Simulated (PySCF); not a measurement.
BCl2HS, SMILES SB(Cl)Cl. Atoms are numbered in the order given.

```xyz
5

B     -0.0003    -0.0121     0.0000
Cl     1.3720    -1.1111     0.0000
Cl    -1.6376    -0.6606     0.0000
S      0.3415     1.7513     0.0000
H     -0.9481     2.1574     0.0000
```

Geometry: TPSSh-D3(BJ)/def2-SVP. Other conformers were not sampled.

These are PBE0/pcJ-1 run with PySCF values and carry that method's errors.

Isotropic couplings with Fermi-contact, spin-dipole and both spin-orbit terms, one fixed conformer, no vibrational averaging. Isotopes: 11B, 1H.

Computed spin–spin coupling constants:
| pair | bonds apart | J (Hz) |
|---|---|---|
| B1–H5 | 2 | -6.0 |
